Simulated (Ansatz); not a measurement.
A nudged elastic band was laid between two geometries of AlBrCl$_{2}$FH (6 atoms, charge 0, multiplicity 1).

Theory: Ansatz, RKS BLYP/def2-SVP.

```yaml
movable_images: 9
climbing_image: yes
spring: 5.0 eV/Å²
optimiser: quadratic models (default)
start_path: through a guess of the saddle point
force_threshold: 0.03 eV/Å
iteration_limit: 59
end_points: relaxed
```

First end point:

```xyz
6
Properties=species:S:1:pos:R:3
Al 0.010 0.000 -0.011
F 0.011 0.378 1.639
Cl 1.835 0.183 -1.051
Cl -1.836 0.096 -1.027
Br 0.079 -2.653 0.977
H 0.065 -1.760 2.121
```

Last end point:

```xyz
6
Properties=species:S:1:pos:R:3
Al 0.021 -0.510 -0.136
F 0.022 -0.004 1.799
Cl 1.832 0.254 -0.911
Cl -1.834 0.166 -0.887
Br 0.079 -2.704 0.720
H 0.045 -0.959 2.065
```

(1) What changes between the two ends?

(2) What energy profile does the band end with?

(3) What is the geometry of the highest image?

(4) What are the harmonic wavenumbers there?

The band took 9 iterations and about 6 core-minutes.

## Answers

(1) Bonds broken: Br5–H6. Bonds formed: F2–H6.

(2) It converged. The highest image is number 7 of 0 to 10, 2.5 kcal/mol above the first end and 2.9 kcal/mol above the last; the last end lies 0.4 kcal/mol below the first. A vibrational analysis at the climbing image gives one clearly imaginary mode, 406i cm⁻¹: a first-order saddle point. The orbitals stay closed-shell, which can raise the energy where a bond breaks towards radicals; this wasn't checked here.

| image | path coordinate (Å) | energy (kcal/mol) | Br5–H6 (Å) | F2–H6 (Å) |
| --- | --- | --- | --- | --- |
| 0 | 0.00 | 0.0 | 1.45 | 2.19 |
| 1 | 0.11 | 0.0 | 1.46 | 2.06 |
| 2 | 0.22 | 0.2 | 1.46 | 1.93 |
| 3 | 0.34 | 0.4 | 1.48 | 1.80 |
| 4 | 0.45 | 0.8 | 1.50 | 1.67 |
| 5 | 0.56 | 1.5 | 1.53 | 1.54 |
| 6 | 0.67 | 2.2 | 1.58 | 1.41 |
| 7 | 0.78 | 2.5 | 1.66 | 1.28 |
| 8 | 0.96 | 1.5 | 1.82 | 1.12 |
| 9 | 1.13 | 0.1 | 2.00 | 1.03 |
| 10 | 1.30 | -0.4 | 2.20 | 0.99 |

(3) 
```xyz
6
Properties=species:S:1:pos:R:3
Al 0.017 -0.288 -0.036
F 0.017 0.039 1.746
Cl 1.844 0.217 -0.956
Cl -1.842 0.138 -0.932
Br 0.080 -2.625 0.956
H 0.050 -1.239 1.870
```

(4) 406i, 82, 114, 161, 171, 310, 406, 479, 604, 734, 859, 1346 cm⁻¹.

Time of the run: 3 min on 2 threads of Arm Neoverse V1 (shared host), peak memory 0.15 GiB.
